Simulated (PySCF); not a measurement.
Electric properties by functional and basis

BrH₆OPSi₂.
InChI=1S/BrH6OPSi2/c1-4-2-5-3/h3-5H2

PySCF, dipoles from the SCF density, polarisabilities from static response with core orbitals frozen. Geometry: PBE0-D3(BJ)/def2-SVP, one conformer, isolated molecule. Relativistic effects, spin–orbit coupling among them, are left out although an element past zinc is present.

The anisotropy is √(½[(α1 − α2)² + (α2 − α3)² + (α3 − α1)²]).

```csv
level,μ (D),α (Å³),anisotropy (Å³)
LDA/def2-SVPD,0.680,16.53,6.26
PBE/def2-SVPD,0.669,16.26,6.14
B3LYP/def2-SVPD,0.663,15.70,5.56
PBE0/def2-SVPD,0.652,15.58,5.53
BHandHLYP/def2-SVPD,0.646,15.05,5.01
CAM-B3LYP/def2-SVPD,0.647,15.42,5.24
wB97X-D/def2-SVPD,0.611,15.42,5.33
LC-wPBE/def2-SVPD,0.609,15.09,5.05
HF/def2-SVPD,0.603,14.38,4.37
PBE0/6-31G*,0.675,12.41,5.29
PBE0/def2-SVP,0.581,12.74,4.52
PBE0/aug-cc-pVDZ,0.663,15.78,5.74
PBE0/def2-TZVP,0.640,14.64,5.48
PBE0/def2-TZVPD,0.634,15.77,5.60
```

The dipole runs from 0.58 D (PBE0/def2-SVP) to 0.68 D (LDA/def2-SVPD). No reference polarisability is at hand; against PBE0 in the largest diffuse basis at hand (def2-TZVPD) the other PBE0 rows deviate by 6-31G* -21%, def2-SVP -19%, def2-SVPD -1%, aug-cc-pVDZ 0%, def2-TZVP -7%. In one basis (def2-SVPD) the functionals order the polarisability from HF (lowest) to LDA (highest), a spread of 15%. With PBE0 the polarisability is 13.26 Å³ without diffuse functions (mean of 6-31G*, def2-SVP and def2-TZVP) and 15.71 Å³ with them (mean of def2-SVPD, aug-cc-pVDZ and def2-TZVPD).
